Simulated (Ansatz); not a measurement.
Ansatz (an electronic-structure program) input for Te(OH)(NMe2) (C2H7NOTe), SMILES CN(C)[Te]O, PBE0-D3(BJ)/def2-SVP. 

Ansatz 0.2 input:
```yaml
crystal:
  periodic: [false, false, false]
  atoms:
    - {symbol: Te, position_ang: [0.61552935, 0.18516331, 0.37817955]}
    - {symbol: O, position_ang: [0.11257963, 2.02577517, -0.17183859]}
    - {symbol: H, position_ang: [-0.68030497, 2.30953079, 0.28636326]}
    - {symbol: N, position_ang: [-1.05879389, -0.58097849, -0.50997265]}
    - {symbol: C, position_ang: [-1.79881410, -1.54775219, 0.26675547]}
    - {symbol: C, position_ang: [-0.89813518, -1.01147186, -1.88020163]}
    - {symbol: H, position_ang: [-2.80197651, -1.64127565, -0.15667488]}
    - {symbol: H, position_ang: [-1.33833720, -2.54377396, 0.26506740]}
    - {symbol: H, position_ang: [-1.88350425, -1.19916448, 1.29451857]}
    - {symbol: H, position_ang: [-0.39408252, -1.98171973, -1.97061787]}
    - {symbol: H, position_ang: [-1.88660056, -1.09856300, -2.33788026]}
    - {symbol: H, position_ang: [-0.33010460, -0.25753386, -2.42091855]}
basis:
  gaussian:
    orbitals: def2-SVP
hamiltonian:
  xc: pbe0
  dispersion: d3bj
relax: {f_tol: 0.002, max_steps: 200}
```

Program output:

```
[...]
these checks for a lower state are left out or cut short: starts, cluster_reference, orbital_swaps, neighbouring_geometries, increment
integrals: 0.09 GiB planned
1394 factors; integrals over basis functions are off by at most 3.0e-4 eV
mean field: 0.58 GiB planned
mean field -13006.70499745 eV, -477.9875923951 hartree, gradient 1.0e-5 eV, S^2 0.000000; 0 other end points of the search recorded, 0 dependent functions left out
the calculation of the forces begins
reference -13006.70502385 eV, -477.9875933652 hartree; 29, 29 occupied and 88, 88 virtual orbitals, 1394 factors
relax step   5: F+E_penalty+E_count = -13006.94732181 eV  Δ(F+E_penalty+E_count) = -3.784e-2 eV  max|allowed force component| = 4.969e-1 eV/Å  Δτ_max = 0.2000 Å  (32 SCF iters, accepted)
these checks for a lower state are left out or cut short: starts, cluster_reference, orbital_swaps, neighbouring_geometries, increment
integrals: 0.09 GiB planned
1394 factors; integrals over basis functions are off by at most 3.3e-4 eV
mean field: 0.59 GiB planned
mean field -13006.73576260 eV, -477.9887229936 hartree, gradient 1.9e-5 eV, S^2 0.000000; 0 other end points of the search recorded, 0 dependent functions left out
the calculation of the forces begins
reference -13006.73578867 eV, -477.9887239515 hartree; 29, 29 occupied and 88, 88 virtual orbitals, 1394 factors
relax step   6: F+E_penalty+E_count = -13006.97904242 eV  Δ(F+E_penalty+E_count) = -3.172e-2 eV  max|allowed force component| = 3.771e-1 eV/Å  Δτ_max = 0.2000 Å  (31 SCF iters, accepted)
these checks for a lower state are left out or cut short: starts, cluster_reference, orbital_swaps, neighbouring_geometries, increment
integrals: 0.09 GiB planned
1394 factors; integrals over basis functions are off by at most 3.5e-4 eV
mean field: 0.59 GiB planned
mean field -13006.76612782 eV, -477.9898388945 hartree, gradient 2.2e-5 eV, S^2 0.000000; 0 other end points of the search recorded, 0 dependent functions left out
the calculation of the forces begins
reference -13006.76615384 eV, -477.9898398507 hartree; 29, 29 occupied and 88, 88 virtual orbitals, 1394 factors
relax step   7: F+E_penalty+E_count = -13007.00954244 eV  Δ(F+E_penalty+E_count) = -3.050e-2 eV  max|allowed force component| = 1.704e-1 eV/Å  Δτ_max = 0.1998 Å  (29 SCF iters, accepted)
these checks for a lower state are left out or cut short: starts, cluster_reference, orbital_swaps, neighbouring_geometries, increment
integrals: 0.09 GiB planned
1394 factors; integrals over basis functions are off by at most 3.7e-4 eV
mean field: 0.59 GiB planned
mean field evaluation 64: about -13006.7764 eV, gradient 7.8e-4 eV
mean field -13006.77640591 eV, -477.9902166075 hartree, gradient 2.1e-5 eV, S^2 0.000000; 0 other end points of the search recorded, 0 dependent functions left out
the calculation of the forces begins
reference -13006.77643183 eV, -477.9902175602 hartree; 29, 29 occupied and 88, 88 virtual orbitals, 1394 factors
relax step   8: F+E_penalty+E_count = -13007.02093251 eV  Δ(F+E_penalty+E_count) = -1.139e-2 eV  max|allowed force component| = 7.934e-2 eV/Å  Δτ_max = 0.1041 Å  (32 SCF iters, accepted)
these checks for a lower state are left out or cut short: starts, cluster_reference, orbital_swaps, neighbouring_geometries, increment
integrals: 0.09 GiB planned
1394 factors; integrals over basis functions are off by at most 3.8e-4 eV
mean field: 0.59 GiB planned
mean field -13006.77764139 eV, -477.9902620106 hartree, gradient 2.4e-5 eV, S^2 0.000000; 0 other end points of the search recorded, 0 dependent functions left out
the calculation of the forces begins
reference -13006.77766725 eV, -477.9902629609 hartree; 29, 29 occupied and 88, 88 virtual orbitals, 1394 factors
relax step   9: F+E_penalty+E_count = -13007.02288350 eV  Δ(F+E_penalty+E_count) = -1.951e-3 eV  max|allowed force component| = 3.661e-2 eV/Å  Δτ_max = 0.0668 Å  (31 SCF iters, accepted)
these checks for a lower state are left out or cut short: starts, cluster_reference, orbital_swaps, neighbouring_geometries, increment
integrals: 0.09 GiB planned
1394 factors; integrals over basis functions are off by at most 4.0e-4 eV
mean field: 0.59 GiB planned
mean field -13006.77310116 eV, -477.9900951602 hartree, gradient 8.4e-6 eV, S^2 0.000000; 0 other end points of the search recorded, 0 dependent functions left out
the calculation of the forces begins
reference -13006.77312709 eV, -477.9900961131 hartree; 29, 29 occupied and 88, 88 virtual orbitals, 1394 factors
relax step  10: F+E_penalty+E_count = -13007.01974910 eV  Δ(F+E_penalty+E_count) = +3.134e-3 eV  max|allowed force component| = 1.539e-1 eV/Å  Δτ_max = 0.0992 Å  (33 SCF iters, rejected (line search))
these checks for a lower state are left out or cut short: starts, cluster_reference, orbital_swaps, neighbouring_geometries, increment
integrals: 0.09 GiB planned
1394 factors; integrals over basis functions are off by at most 3.8e-4 eV
mean field: 0.59 GiB planned
mean field -13006.77675374 eV, -477.9902293899 hartree, gradient 2.5e-5 eV, S^2 0.000000; 0 other end points of the search recorded, 0 dependent functions left out
the calculation of the forces begins
reference -13006.77677960 eV, -477.9902303405 hartree; 29, 29 occupied and 88, 88 virtual orbitals, 1394 factors
relax step  11: F+E_penalty+E_count = -13007.02287045 eV  Δ(F+E_penalty+E_count) = +1.305e-5 eV  max|allowed force component| = 1.042e-1 eV/Å  Δτ_max = 0.0495 Å  (32 SCF iters, rejected (line search))
these checks for a lower state are left out or cut short: starts, cluster_reference, orbital_swaps, neighbouring_geometries, increment
integrals: 0.09 GiB planned
1394 factors; integrals over basis functions are off by at most 3.8e-4 eV
mean field: 0.59 GiB planned
mean field -13006.77785899 eV, -477.9902700073 hartree, gradient 2.5e-5 eV, S^2 0.000000; 0 other end points of the search recorded, 0 dependent functions left out
the calculation of the forces begins
reference -13006.77788487 eV, -477.9902709583 hartree; 29, 29 occupied and 88, 88 virtual orbitals, 1394 factors
relax step  12: F+E_penalty+E_count = -13007.02346190 eV  Δ(F+E_penalty+E_count) = -5.784e-4 eV  max|allowed force component| = 3.550e-2 eV/Å  Δτ_max = 0.0238 Å  (31 SCF iters, accepted)
these checks for a lower state are left out or cut short: starts, cluster_reference, orbital_swaps, neighbouring_geometries, increment
integrals: 0.09 GiB planned
1394 factors; integrals over basis functions are off by at most 3.8e-4 eV
mean field: 0.59 GiB planned
mean field evaluation 96: about -13006.7093 eV, gradient 6.6e-3 eV
mean field -13006.77773669 eV, -477.9902655127 hartree, gradient 2.5e-5 eV, S^2 0.000000; 0 other end points of the search recorded, 0 dependent functions left out
the calculation of the forces begins
reference -13006.77776256 eV, -477.9902664634 hartree; 29, 29 occupied and 88, 88 virtual orbitals, 1394 factors
relax step  13: F+E_penalty+E_count = -13007.02379153 eV  Δ(F+E_penalty+E_count) = -3.296e-4 eV  max|allowed force component| = 1.790e-2 eV/Å  Δτ_max = 0.0306 Å  (31 SCF iters, accepted)
these checks for a lower state are left out or cut short: starts, cluster_reference, orbital_swaps, neighbouring_geometries, increment
integrals: 0.09 GiB planned
1394 factors; integrals over basis functions are off by at most 3.8e-4 eV
mean field: 0.59 GiB planned
mean field -13006.77772875 eV, -477.9902652210 hartree, gradient 2.6e-5 eV, S^2 0.000000; 0 other end points of the search recorded, 0 dependent functions left out
the calculation of the forces begins
reference -13006.77775464 eV, -477.9902661723 hartree; 29, 29 occupied and 88, 88 virtual orbitals, 1394 factors
relax step  14: F+E_penalty+E_count = -13007.02395907 eV  Δ(F+E_penalty+E_count) = -1.675e-4 eV  max|allowed force component| = 1.236e-2 eV/Å  Δτ_max = 0.0154 Å  (33 SCF iters, accepted)
these checks for a lower state are left out or cut short: starts, cluster_reference, orbital_swaps, neighbouring_geometries, increment
integrals: 0.09 GiB planned
1394 factors; integrals over basis functions are off by at most 3.9e-4 eV
mean field: 0.59 GiB planned
mean field -13006.77772376 eV, -477.9902650376 hartree, gradient 1.2e-5 eV, S^2 0.000000; 0 other end points of the search recorded, 0 dependent functions left out
the calculation of the forces begins
reference -13006.77774965 eV, -477.9902659889 hartree; 29, 29 occupied and 88, 88 virtual orbitals, 1394 factors
relax step  15: F+E_penalty+E_count = -13007.02398309 eV  Δ(F+E_penalty+E_count) = -2.402e-5 eV  max|allowed force component| = 8.491e-3 eV/Å  Δτ_max = 0.0063 Å  (26 SCF iters, accepted)
these checks for a lower state are left out or cut short: starts, cluster_reference, orbital_swaps, neighbouring_geometries, increment
integrals: 0.09 GiB planned
1394 factors; integrals over basis functions are off by at most 3.9e-4 eV
mean field: 0.59 GiB planned
mean field -13006.77774032 eV, -477.9902656460 hartree, gradient 1.3e-5 eV, S^2 0.000000; 0 other end points of the search recorded, 0 dependent functions left out
the calculation of the forces begins
reference -13006.77776621 eV, -477.9902665974 hartree; 29, 29 occupied and 88, 88 virtual orbitals, 1394 factors
relax step  16: F+E_penalty+E_count = -13007.02399161 eV  Δ(F+E_penalty+E_count) = -8.517e-6 eV  max|allowed force component| = 4.094e-3 eV/Å  Δτ_max = 0.0025 Å  (25 SCF iters, accepted)
these checks for a lower state are left out or cut short: starts, cluster_reference, orbital_swaps, neighbouring_geometries, increment
integrals: 0.09 GiB planned
1394 factors; integrals over basis functions are off by at most 3.9e-4 eV
mean field: 0.59 GiB planned
mean field -13006.77773138 eV, -477.9902653175 hartree, gradient 2.1e-5 eV, S^2 0.000000; 0 other end points of the search recorded, 0 dependent functions left out
the calculation of the forces begins
reference -13006.77775727 eV, -477.9902662689 hartree; 29, 29 occupied and 88, 88 virtual orbitals, 1394 factors
relax step  17: F+E_penalty+E_count = -13007.02399254 eV  Δ(F+E_penalty+E_count) = -9.316e-7 eV  max|allowed force component| = 8.701e-4 eV/Å  Δτ_max = 0.0007 Å  (22 SCF iters, accepted)
integrals: 0.09 GiB planned
1394 factors; integrals over basis functions are off by at most 3.9e-4 eV
mean field: 0.59 GiB planned
mean field evaluation 128: about -12978.6700 eV, gradient 1.1e2 eV
mean field -13006.77773138 eV, -477.9902653175 hartree, gradient 2.1e-5 eV, S^2 0.000000; 1 other end points of the search recorded, 0 dependent functions left out
the calculation of the forces begins
reference -13006.77775727 eV, -477.9902662689 hartree; 29, 29 occupied and 88, 88 virtual orbitals, 1394 factors
Total energy: -13007.02401843 eV, -477.9993161998 hartree
Atom 0 at     0.602992     0.500872     0.122881 Å, force    -0.000212     0.000144     0.000407 eV/Å
Atom 1 at    -0.550341     2.125628    -0.168493 Å, force    -0.000330     0.000562    -0.000411 eV/Å
Atom 2 at    -1.086173     2.233817     0.627532 Å, force     0.000543    -0.000538     0.000049 eV/Å
Atom 3 at    -0.554593    -1.007887    -0.516854 Å, force    -0.000390    -0.000263    -0.000505 eV/Å
Atom 4 at    -1.651575    -1.468157     0.302626 Å, force    -0.000036     0.000870     0.000436 eV/Å
Atom 5 at    -0.772254    -1.181845    -1.935529 Å, force     0.000536    -0.000168     0.000140 eV/Å
Atom 6 at    -2.591705    -0.908696     0.121982 Å, force     0.000098    -0.000027     0.000119 eV/Å
Atom 7 at    -1.856317    -2.532634     0.087224 Å, force     0.000303    -0.000459    -0.000258 eV/Å
Atom 8 at    -1.397883    -1.380826     1.368094 Å, force    -0.000263    -0.000228     0.000047 eV/Å
Atom 9 at    -0.970784    -2.247097    -2.152776 Å, force    -0.000036     0.000032    -0.000048 eV/Å
Atom 10 at    -1.633565    -0.596645    -2.313835 Å, force     0.000006     0.000242     0.000123 eV/Å
Atom 11 at     0.119651    -0.878295    -2.500072 Å, force    -0.000218    -0.000167    -0.000098 eV/Å
Dipole moment:    -0.165201    -0.293169     0.202049 e Å
```

The run converged.

Cost: roughly 4 core-minutes.
